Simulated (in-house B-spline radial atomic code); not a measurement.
# Two electrons outside the [Ar] 3d10 4s2 4p6 core: Ru6+

Computed with an all-electron radial atomic-structure program (B-spline basis): configuration interaction (CI) of the two valence electrons in the field of the frozen Dirac-Fock core, alone and with many-body perturbation theory for the core (screened one- and two-electron correlation potentials), Breit and QED terms; no-pair Dirac Hamiltonian, finite nucleus. Labels give the configuration (outer n counted up each series) and the leading LS term, or the jj pair where no LS term holds 70 %.

The lowest nd levels tend to come out too strongly bound in this method, by some 0.05 to 0.2 eV for each d electron where measurements exist, which shifts their lines and rates.

Command:
```bash
python run_mb.py task.json out
```
Settings (nuclear radius in fm, box in bohr, cutoff in hartree):
```
basis_form          3
Z                   44
core_configuration  [Ar] 3d10 4s2 4p6
rms_radius          4.4809
mass_number         102
speed_of_light      137.036
box_radius          11.25
lmax                6
intervals           62
virtual_cutoff      3872.0
```

Run time, properties included: 2 min on 1 thread of Intel(R) Xeon(R) Platinum 8259CL CPU @ 2.50GHz, on a shared host.

Excitation energies (cm⁻¹):

| level | purity of the LS term | CI alone | CI + MBPT + Breit + QED | Landé g of the LS mixture |
| --- | --- | --- | --- | --- |
| 4d2 3F2 | 0.973 | 0 | 0 | 0.68 |
| 4d2 3F3 | 1.0 | 2705 | 2818 | 1.08 |
| 4d2 3F4 | 0.99 | 5659 | 5866 | 1.25 |
| 4d2 (3/2,5/2)2 | 0.681 (1D) | 13972 | 14298 | 1.14 |
| 4d2 3P0 | 0.988 | 15188 | 15014 | - |
| 4d2 3P1 | 1.0 | 16382 | 16237 | 1.50 |
| 4d2 3P2 | 0.702 | 19125 | 19319 | 1.35 |
| 4d2 1G4 | 0.99 | 23123 | 21654 | 1.00 |
| 4d2 1S0 | 0.988 | 47069 | 50635 | - |
| 4d5s 3D1 | 1.0 | 182723 | 192062 | 0.50 |
| 4d5s 3D2 | 0.92 | 183740 | 193132 | 1.15 |
| 4d5s 3D3 | 1.0 | 186812 | 196278 | 1.33 |
| 4d5s 1D2 | 0.92 | 191119 | 200852 | 1.01 |
| 4d5p (3/2,1/2)°2 | 0.488 (1D) | 254336 | 266306 | 0.86 |
| 4d5p 3D°1 | 0.915 | ? | ? | ? |
| 4d5p (5/2,1/2)°2 | 0.69 (3D) | 259329 | 271293 | 1.14 |
| 4d5p (5/2,1/2)°3 | 0.55 (3F) | ? | ? | ? |
| 4d5p (3/2,3/2)°2 | 0.485 (3F) | 260892 | 273222 | 0.88 |
| 4d5p (3/2,3/2)°3 | 0.517 (3D) | 263432 | 275910 | 1.21 |
| 4d5p 3F°4 | 1.0 | 266803 | 279620 | 1.25 |
| 4d5p 3P°1 | 0.826 | 267590 | 280102 | 1.38 |
| 4d5p 3P°0 | 1.0 | 268500 | 280942 | - |
| 4d5p 3P°2 | 0.898 | 270010 | 282432 | 1.45 |
| 4d5p 1F°3 | 0.923 | 270994 | 284162 | 1.03 |
| 4d5p 1P°1 | 0.829 | 275417 | 288813 | 1.06 |

Where does 4d5p 3D°1 lie?

256455 cm⁻¹ in CI alone and 268474 cm⁻¹ with all corrections; g = 0.56.

Where does 4d5p (5/2,1/2)°3 lie?

260274 cm⁻¹ in CI alone and 272631 cm⁻¹ with all corrections; g = 1.18.

What is the first ionisation energy?

94.148 eV to the 4d3/2 state of the next ion (91.836 eV from CI alone). NIST lists 93 ± 2 eV (tabulated theory).

Some electric-dipole lines (reduced elements in atomic units, length form; vacuum wavelengths from the computed energies):

```
           upper    lower  D bare (size)  D with core polarisation (size)  λ (nm)  A (s⁻¹)
4d5p (3/2,1/2)°2  4d2 3F2          0.803                            0.744  37.551  4.2e+09
4d5p (3/2,1/2)°2  4d2 3F3         0.0706                           0.0673  37.952  3.4e+07
4d5p (5/2,1/2)°2  4d2 3F2          0.504                            0.468  36.861  1.8e+09
4d5p (5/2,1/2)°2  4d2 3F3           1.05                             0.98  37.248  7.5e+09
4d5p (3/2,3/2)°2  4d2 3F2          0.253                            0.234    36.6  4.5e+08
4d5p (3/2,3/2)°2  4d2 3F3          0.858                            0.803  36.982  5.2e+09
4d5p (3/2,3/2)°3  4d2 3F2          0.152                            0.142  36.244  1.2e+08
4d5p (3/2,3/2)°3  4d2 3F3          0.308                            0.286  36.618  4.8e+08
4d5p (3/2,3/2)°3  4d2 3F4           1.38                             1.29  37.031  9.6e+09
       4d5p 3F°4  4d2 3F3          0.294                            0.273  36.127  3.6e+08
```

Weak lines are less accurate than strong ones.
